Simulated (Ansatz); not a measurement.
Born–Oppenheimer molecular dynamics of FH4Sn (6 atoms, charge 0, multiplicity 2). It starts at the highest image of a converged band. Of that band: Beside the main top the profile has a ripple of under 15 meV (maxima at images 1, 6), which may be a very shallow well or noise. A vibrational analysis at the climbing image gives 2 clearly imaginary modes (366i, 135i cm⁻¹): a point of higher order. A lower path may pass nearby, or the ends, which weren't checked, may share the extra mode. Another band between the same ends, with other settings, climbed to 0.071 eV only, so this may not be the lowest route.

Computed with UKS LDA/def2-SVP (Ansatz 0.2.0).

```
ensemble                      : NVE (velocity Verlet)
time step                     : 0.5 fs
steps asked                   : 200
starting velocities drawn for : 300 K
seed                          : 5800
```

First frame:

```xyz
6
Properties=species:S:1:pos:R:3
Sn -0.178 0.000 0.348
H 1.259 0.000 1.619
H 1.411 0.000 -0.465
H -0.905 1.463 -0.160
H -0.905 -1.463 -0.160
F -0.679 0.000 2.281
```

Problem. How far do the bonds stretch over the last three quarters of this one trajectory? (Pairs bonded in most of those frames.)

Solution. 
```csv
bond,mean (Å),spread (Å),shortest,longest
Sn1–H2,1.751,0.059,1.68,1.88
Sn1–H3,1.930,0.044,1.84,2.01
Sn1–H4,1.788,0.061,1.68,1.90
Sn1–H5,1.717,0.032,1.66,1.78
Sn1–F6,1.964,0.018,1.94,1.99
```

Mean temperature of the second half: 298 K. The conserved energy stayed within 0.052 meV per atom of its start (net change 0.024 meV per atom), so the integration is sound. A run of 0.1 ps of so small a system gives no equilibrium averages.

Time of the run: 110 s on 1 thread of Intel(R) Xeon(R) 6975P-C (Granite Rapids), on a shared host, peak memory 0.12 GiB.
